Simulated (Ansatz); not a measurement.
Cost and result up the ladder for Be4Te4 (8 atoms). The state is a singlet with charge 0. Geometry: B3LYP-D4/def2-SVP.

```xyz
8

Be    1.9851    0.1297   -0.2388
Be   -0.1868   -0.5696   -1.9199
Be    0.1859    0.5731    1.9181
Be   -1.9862   -0.1298    0.2385
Te   -1.9958   -1.7471   -1.3144
Te   -1.8542    1.4925    1.7804
Te    1.6405    0.6391   -2.3949
Te    2.2113   -0.3879    1.9310
```

Ansatz on 4 threads of Arm Neoverse V2 on a shared host. Times are rough, and most runs start from the orbitals of an earlier one. PBE0-D4/def2-TZVP serves as the yardstick here, not as an exact answer. Differences are given only for rows in sets of like size (and for xTB, whose basis is part of the method), since another set adds its own error. Binding counts from free atoms at the same level (Be singlet, Te triplet; other spins of the atoms weren't run), without zero-point energy or a counterpoise term.

In the def2 sets Te takes a core potential; there is no spin–orbit coupling. Correlated methods freeze 16 core orbitals; core or outer-core shells of Te are correlated, in sets that lack core-valence functions. The rows differ in basis, and correlated rows in double-zeta sets carry the largest basis error. Another isomer (singlet) lies 1.17 eV lower at PBE0-D4/def2-TZVP; other spin states weren't run for this one.

Correlated methods converge slowly with the basis, most of all in double-zeta sets.

```csv
level,functions,wall time,binding energy per atom (eV),difference from PBE0-D4/def2-TZVP (eV)
LDA (SPW92)/def2-TZVP,276,2.1 s,3.27,0.42
PBE-D4/def2-TZVP (with forces),276,4.5 s,2.90,0.05
PBE0-D4/def2-TZVP,276,7.5 s,2.85,0.00
r2SCAN-D4/def2-TZVP,276,8.5 s,2.87,0.02
PBE-QIDH/def2-TZVP,276,15 s,2.80,-0.05
CCSD(T)/def2-SVP,140,60 s,2.23,–
```
